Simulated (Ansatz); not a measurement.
```yaml
crystal:
  periodic: [false, false, false]
  atoms:
    - {symbol: Ga, position_ang: [-1.550489, 1.694951, -0.382872]}
    - {symbol: C, position_ang: [-0.099360, 0.101601, -0.033703]}
    - {symbol: Ge, position_ang: [1.001325, 0.073913, 1.835949]}
    - {symbol: C, position_ang: [-0.466471, -1.414106, -0.724527]}
    - {symbol: C, position_ang: [0.721772, -0.481741, -1.410253]}
    - {symbol: H, position_ang: [-1.859861, 2.959121, 0.798960]}
    - {symbol: H, position_ang: [-2.405770, 1.650233, -1.925639]}
    - {symbol: H, position_ang: [1.931487, 1.515153, 2.023846]}
    - {symbol: H, position_ang: [2.071533, -1.285835, 1.837132]}
    - {symbol: H, position_ang: [-0.072160, -0.060934, 3.180246]}
    - {symbol: H, position_ang: [-0.128755, -2.409931, -0.114699]}
    - {symbol: H, position_ang: [-1.514635, -1.541356, -1.326493]}
    - {symbol: H, position_ang: [0.495423, 0.036031, -2.486297]}
    - {symbol: H, position_ang: [1.875938, -0.837089, -1.271650]}
basis:
  gaussian: {orbitals: cc-pVTZ-DK, fitting: {mean_field: def2-universal-jkfit}, final_grid: {core_spheres: 20, valence_spheres: 16, degree: 47}}
magnetization: {spin_polarized: true, initial_magnetization: 1}
hamiltonian: {xc: {name: PBE-QIDH}}
scf: {lower_state_search: off}
output: {forces: true}
```

```sh
$ ansatz run in.yaml --threads 2 --pin off --events-out ev --progress --plain --max-ram 32768MiB --backend cuda --devices 0, --max-vram 18GiB
```

Output, abridged:

```
Error: a molecule whose nuclei and cores have a total charge of 90 cannot have a net charge of 0 together with 1 unpaired electrons
```

**Question.** Something in this input is off. What?

**Answer.** The number of unpaired electrons doesn't fit the electron count. The input was rejected before any iteration.
